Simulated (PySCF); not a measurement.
## TlH⁺: one state, many levels of theory

State: ²Σ⁺ (doublet), unpaired electrons σ ↑. Set-up: PySCF, scalar-relativistic core potentials, basis sets Tl cc-pVTZ-PP with ECP60, H cc-pVTZ. De refers to Tl⁺ + H in their ground configurations, without counterpoise correction. The functionals are run spin-unrestricted. A positive dipole points towards H; it is taken about the centre of mass and depends on that origin. Levels whose curve was spin-contaminated or gave no clean fit are not listed.

```
  Level  Re (Å)  ωe (cm⁻¹)  De (eV)  μ (D)
UHF-MP2   2.917        194      n/a    n/a
    PBE   2.581        288      n/a   0.92
  B3LYP   2.485        270      n/a   0.84
   PBE0   2.583        266      n/a   0.82
```

The bond length runs from 2.485 Å (B3LYP) to 2.917 Å (UHF-MP2).

Correlated steps freeze 4 core orbitals. Spin–orbit coupling is left out. The state was picked by a PBE0 search and need not be the measured ground state.
